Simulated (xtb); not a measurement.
BaCl2, singlet, from a rough starting geometry (GFN-xTB shapes and energies of metal compounds can be far from the true ones); GFN2-xTB (xtb).

xtb was given this input:
```
$ xtb mol.xyz --gfn 2 --opt vtight --json

# file mol.xyz
3

Ba    -0.00677875    -0.00606751     0.04938892
Cl     1.86540941     0.42503484    -1.75891598
Cl    -1.89940875    -0.48579782     1.77301530
```

Question: Write the output that xtb gives for this input, abridged.

Answer: 
```
   ID    Z sym.   atoms
    1   56 Ba     1
    2   17 Cl     2, 3

           -------------------------------------------------
          |                Calculation Setup                |
           -------------------------------------------------

           -------------------------------------------------
          |                 G F N 2 - x T B                 |
           -------------------------------------------------

          ...................................................
          :                      SETUP                      :
          :.................................................:
          :  # basis functions                  30          :
          :  # atomic orbitals                  27          :
          :  # shells                            9          :
          :  # electrons                        16          :
          :  max. iterations                   250          :
          :  Hamiltonian                  GFN2-xTB          :
          :  restarted?                      false          :
          :  GBSA solvation                  false          :
          :  PC potential                    false          :
          :  electronic temp.          300.0000000     K    :
          :  accuracy                    1.0000000          :
          :  -> integral cutoff          0.2500000E+02      :
          :  -> integral neglect         0.1000000E-07      :
          :  -> SCF convergence          0.1000000E-05 Eh   :
          :  -> wf. convergence          0.1000000E-03 e    :
          :  Broyden damping             0.4000000          :
          :  net charge                          0          :
          :  unpaired electrons                  0          :
          ...................................................

 iter      E             dE          RMSdq      gap      omega  full diag
   1     -7.9068723 -0.790687E+01  0.564E+01    0.64       0.0  T
   2     -9.1456515 -0.123878E+01  0.258E+01   11.40       1.0  T
   3     -9.4042892 -0.258638E+00  0.306E+01    4.23       1.0  T
   4     -9.5074190 -0.103130E+00  0.257E+01    3.11       1.0  T
   5     -9.5945274 -0.871084E-01  0.146E+01    2.33       1.0  T
   6     -9.4557660  0.138761E+00  0.232E+01    0.79       1.0  T
   7     -9.4526432  0.312279E-02  0.234E+01    0.79       1.0  T
   8     -9.5932543 -0.140611E+00  0.121E+01    1.03       1.0  T
   9     -9.6239800 -0.307257E-01  0.745E+00    2.02       1.0  T
  10     -9.6610838 -0.371038E-01  0.149E+00    1.46       1.0  T
  11     -9.6612401 -0.156252E-03  0.242E-01    1.48       1.0  T
  12     -9.6566362  0.460384E-02  0.279E+00    1.66       1.0  T
  13     -9.6605655 -0.392930E-02  0.114E+00    1.56       1.0  T
  14     -9.6612610 -0.695446E-03  0.314E-01    1.51       1.0  T
  15     -9.6612821 -0.210970E-04  0.145E-01    1.50       1.0  T
  16     -9.6612859 -0.385933E-05  0.689E-02    1.50       1.0  T
  17     -9.6612869 -0.924073E-06  0.457E-02    1.50       1.3  T
  18     -9.6612868  0.923008E-07  0.418E-02    1.50       1.4  T
  19     -9.6612873 -0.524771E-06  0.424E-03    1.50      13.6  T
  20     -9.6612873 -0.784512E-09  0.712E-04    1.50      81.1  T
  21     -9.6612873 -0.777813E-09  0.351E-04    1.50     164.6  T

   *** convergence criteria satisfied after 21 iterations ***

         :::::::::::::::::::::::::::::::::::::::::::::::::::::
         ::                     SUMMARY                     ::
         :::::::::::::::::::::::::::::::::::::::::::::::::::::
         :: total energy              -9.658588119022 Eh    ::
         :: gradient norm              0.002613219474 Eh/a0 ::
         :: HOMO-LUMO gap              1.497211886366 eV    ::
         ::.................................................::
         :: SCC energy                -9.661287512102 Eh    ::
         :: -> isotropic ES            0.069810402352 Eh    ::
         :: -> anisotropic ES          0.003453098457 Eh    ::
[...]
 * total energy  :    -9.6592121 Eh     change       -0.3592984E-03 Eh
 * total energy  :    -9.6596800 Eh     change       -0.4679854E-03 Eh
 * total energy  :    -9.6603581 Eh     change       -0.6780123E-03 Eh
 * total energy  :    -9.6611952 Eh     change       -0.8371714E-03 Eh
 * total energy  :    -9.6620884 Eh     change       -0.8931425E-03 Eh
 * total energy  :    -9.6643377 Eh     change       -0.2249292E-02 Eh
 * total energy  :    -9.6651787 Eh     change       -0.8410481E-03 Eh
 * total energy  :    -9.6657157 Eh     change       -0.5369710E-03 Eh
 * total energy  :    -9.6657550 Eh     change       -0.3929909E-04 Eh
 * total energy  :    -9.6657565 Eh     change       -0.1557121E-05 Eh
 * total energy  :    -9.6657576 Eh     change       -0.1050040E-05 Eh
 * total energy  :    -9.6657576 Eh     change       -0.3487450E-08 Eh
   *** GEOMETRY OPTIMIZATION CONVERGED AFTER 17 ITERATIONS ***
         :: total energy              -9.665757596752 Eh    ::
[...]
         :::::::::::::::::::::::::::::::::::::::::::::::::::::

           -------------------------------------------------
          |                Property Printout                |
           -------------------------------------------------

    * Orbital Energies and Occupations

         #    Occupation            Energy/Eh            Energy/eV
      -------------------------------------------------------------
         1        2.0000           -1.0297942             -28.0221
         2        2.0000           -1.0272404             -27.9526
         3        2.0000           -0.4562019             -12.4139
         4        2.0000           -0.4195202             -11.4157
         5        2.0000           -0.4158833             -11.3168
         6        2.0000           -0.4150659             -11.2945
         7        2.0000           -0.4110810             -11.1861
         8        2.0000           -0.4109185             -11.1817 (HOMO)
         9                         -0.3475505              -9.4573 (LUMO)
        10                         -0.2011702              -5.4741
        11                         -0.0963467              -2.6217
        12                         -0.0818429              -2.2271
        13                          0.0205357               0.5588
        14                          0.0295436               0.8039
        15                          0.0385772               1.0497
        16                          0.0487994               1.3279
        17                          0.0488507               1.3293
        18                          0.0500815               1.3628
        19                          0.0510689               1.3897
       ...                                ...                  ...
        27                          0.5428407              14.7714
      -------------------------------------------------------------
                  HL-Gap            0.0633681 Eh            1.7243 eV
             Fermi-level           -0.3789650 Eh          -10.3122 eV

     #   Z          covCN         q      C6AA      α(0)
     1  56 Ba       1.366     0.630   689.617    83.257
     2  17 Cl       0.683    -0.315   108.782    15.951
     3  17 Cl       0.683    -0.315   108.782    15.951

 Mol. C6AA /au·bohr⁶  :       2093.157627
 Mol. C8AA /au·bohr⁸  :     341623.080412
 Mol. α(0) /au        :        115.158973

Wiberg/Mayer (AO) data.
largest (>0.10) Wiberg bond orders for each atom

 ---------------------------------------------------------------------------
     #   Z sym  total        # sym  WBO       # sym  WBO       # sym  WBO
 ---------------------------------------------------------------------------
     1  56 Ba   1.901 --     3 Cl   0.951     2 Cl   0.951
     2  17 Cl   1.139 --     1 Ba   0.951     3 Cl   0.189
     3  17 Cl   1.139 --     1 Ba   0.951     2 Cl   0.189
 ---------------------------------------------------------------------------

Topologies differ in total number of bonds
Writing topology from bond orders to xtbtopo.mol

molecular dipole:
                 x           y           z       tot (Debye)
 q only:        0.944       1.124       1.244
   full:        1.017       1.210       1.339       5.266
molecular quadrupole (traceless):
                xx          xy          yy          xz          yz          zz
 q only:       -2.769      -0.927       4.329       7.958       2.710      -1.560
  q+dip:       -3.121      -0.154       4.486       9.109       3.861      -1.365
   full:       -3.307      -0.807       5.061       9.561       3.505      -1.754

optimized geometry written to: xtbopt.xyz

           -------------------------------------------------
          | TOTAL ENERGY               -9.665757596752 Eh   |
          | GRADIENT NORM               0.000020240242 Eh/α |
          | HOMO-LUMO GAP               1.724332623493 eV   |
           -------------------------------------------------

normal termination of xtb
```
